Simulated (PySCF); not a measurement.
SMILES C[SiH2][Si](C)(C)C (C₄H₁₄Si₂), GFN2-xTB optimised geometry.

```
20

C     -0.91    -2.50    -1.66
Si    -1.20    -0.63    -1.84
Si    -0.33     0.52     0.00
C      1.58     0.52     0.00
C     -0.90    -0.26     1.66
C     -0.90     2.34     0.00
H     -1.40    -2.89    -0.77
H      0.15    -2.73    -1.58
H     -1.30    -3.05    -2.52
H     -0.59    -0.22    -3.12
H     -2.65    -0.43    -2.02
H      1.97     0.98    -0.90
H      1.98    -0.49     0.04
H      1.98     1.06     0.85
H     -0.50     0.28     2.51
H     -0.57    -1.29     1.74
H     -1.98    -0.26     1.74
H     -1.98     2.42     0.04
H     -0.58     2.85    -0.90
H     -0.50     2.89     0.85
```

Density from PySCF 2.14.0 with CAM-B3LYP/def2-SVP at that geometry.

Minimum of the electron density along straight lines between bonded atoms, close to the bond critical point (lines longer than 1.1 times the sum of covalent radii, or with two minima, are not listed):

```json
[
 {"bond": "C1–Si2", "length / Å": "1.903", "ρ at the minimum / e bohr⁻³": "0.110", "∇²ρ there / e bohr⁻⁵": "0.32", "position (fraction from the first atom)": "0.62"},
 {"bond": "Si3–C4", "length / Å": "1.914", "ρ at the minimum / e bohr⁻³": "0.108", "∇²ρ there / e bohr⁻⁵": "0.31", "position (fraction from the first atom)": "0.38"},
 {"bond": "Si3–C5", "length / Å": "1.915", "ρ at the minimum / e bohr⁻³": "0.108", "∇²ρ there / e bohr⁻⁵": "0.30", "position (fraction from the first atom)": "0.38"},
 {"bond": "Si3–C6", "length / Å": "1.912", "ρ at the minimum / e bohr⁻³": "0.109", "∇²ρ there / e bohr⁻⁵": "0.31", "position (fraction from the first atom)": "0.38"},
 {"bond": "C1–H7", "length / Å": "1.086", "ρ at the minimum / e bohr⁻³": "0.272", "∇²ρ there / e bohr⁻⁵": "-0.98", "position (fraction from the first atom)": "0.63"},
 {"bond": "C1–H8", "length / Å": "1.086", "ρ at the minimum / e bohr⁻³": "0.272", "∇²ρ there / e bohr⁻⁵": "-0.98", "position (fraction from the first atom)": "0.63"},
 {"bond": "C1–H9", "length / Å": "1.086", "ρ at the minimum / e bohr⁻³": "0.272", "∇²ρ there / e bohr⁻⁵": "-0.99", "position (fraction from the first atom)": "0.63"},
 {"bond": "Si2–H10", "length / Å": "1.473", "ρ at the minimum / e bohr⁻³": "0.114", "∇²ρ there / e bohr⁻⁵": "0.33", "position (fraction from the first atom)": "0.49"},
 {"bond": "Si2–H11", "length / Å": "1.473", "ρ at the minimum / e bohr⁻³": "0.114", "∇²ρ there / e bohr⁻⁵": "0.33", "position (fraction from the first atom)": "0.49"},
 {"bond": "C4–H12", "length / Å": "1.086", "ρ at the minimum / e bohr⁻³": "0.272", "∇²ρ there / e bohr⁻⁵": "-0.98", "position (fraction from the first atom)": "0.63"},
 {"bond": "C4–H13", "length / Å": "1.086", "ρ at the minimum / e bohr⁻³": "0.272", "∇²ρ there / e bohr⁻⁵": "-0.98", "position (fraction from the first atom)": "0.63"},
 {"bond": "C4–H14", "length / Å": "1.087", "ρ at the minimum / e bohr⁻³": "0.271", "∇²ρ there / e bohr⁻⁵": "-0.98", "position (fraction from the first atom)": "0.63"},
 {"bond": "C5–H15", "length / Å": "1.087", "ρ at the minimum / e bohr⁻³": "0.271", "∇²ρ there / e bohr⁻⁵": "-0.98", "position (fraction from the first atom)": "0.63"},
 {"bond": "C5–H16", "length / Å": "1.086", "ρ at the minimum / e bohr⁻³": "0.272", "∇²ρ there / e bohr⁻⁵": "-0.98", "position (fraction from the first atom)": "0.63"},
 {"bond": "C5–H17", "length / Å": "1.087", "ρ at the minimum / e bohr⁻³": "0.272", "∇²ρ there / e bohr⁻⁵": "-0.98", "position (fraction from the first atom)": "0.63"},
 {"bond": "C6–H18", "length / Å": "1.086", "ρ at the minimum / e bohr⁻³": "0.272", "∇²ρ there / e bohr⁻⁵": "-0.98", "position (fraction from the first atom)": "0.63"},
 {"bond": "C6–H19", "length / Å": "1.086", "ρ at the minimum / e bohr⁻³": "0.272", "∇²ρ there / e bohr⁻⁵": "-0.98", "position (fraction from the first atom)": "0.63"},
 {"bond": "C6–H20", "length / Å": "1.086", "ρ at the minimum / e bohr⁻³": "0.272", "∇²ρ there / e bohr⁻⁵": "-0.98", "position (fraction from the first atom)": "0.63"}
]
```
